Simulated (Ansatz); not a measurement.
**Question.** Name a neutral molecule of F, O, Ta and H with LUMO energy (PBE/def2-TZVPP) between -1.70 and -1.40 eV and HOMO–LUMO gap (ωB97M-V/def2-TZVPP) between 12.55 and 12.85 eV (Ansatz, PBE0-D4/def2-TZVP geometry).

**Answer.** `[O]=[Ta]([OH])([OH])[F]` (-1.42 eV, 12.73 eV). Other molecules can fit too; these were computed, each in one conformer that needn't be the lowest.
